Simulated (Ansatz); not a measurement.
Species: CH$_{4}$BO, charge 0, doublet. CH4BO (SMILES BO[CH2], doublet).
B3LYP-D3(BJ)/def2-TZVP minimum from Ansatz (an electronic-structure program):
```
O
C 1 1.3516
B 1 1.3592 2 124.33
H 2 1.0768 1 116.03 3 -180.00
H 2 1.0810 4 124.75 1 -180.00
H 3 1.1888 1 116.49 2 180.00
H 3 1.1956 6 123.94 1 -180.00
```
Charge 0, spin multiplicity 2.

Total energies in cc-pVDZ, 17 correlated electrons, 3 frozen orbitals. Open shells are spin-unrestricted; no spin-orbit coupling. Correlated methods leave the cores frozen. No relativity.

```json
[
 {"method": "HF", "program": "Ansatz", "energy (Eh)": "-139.72520", "minus CCSDT(Q) (mEh)": "434.04"},
 {"method": "MP2", "program": "Ansatz", "energy (Eh)": "-140.11112", "minus CCSDT(Q) (mEh)": "48.12"},
 {"method": "CCSD", "program": "Ansatz", "energy (Eh)": "-140.14674", "minus CCSDT(Q) (mEh)": "12.49"},
 {"method": "CCSD(T)", "program": "Ansatz", "energy (Eh)": "-140.15753", "minus CCSDT(Q) (mEh)": "1.70"},
 {"method": "CCSDT(Q)", "program": "Ansatz", "energy (Eh)": "-140.15924", "minus CCSDT(Q) (mEh)": "0.00"}
]
```

Rough core times of Ansatz's runs on a shared machine: CCSD(T) under 20 s, CCSDT(Q) 9 min.
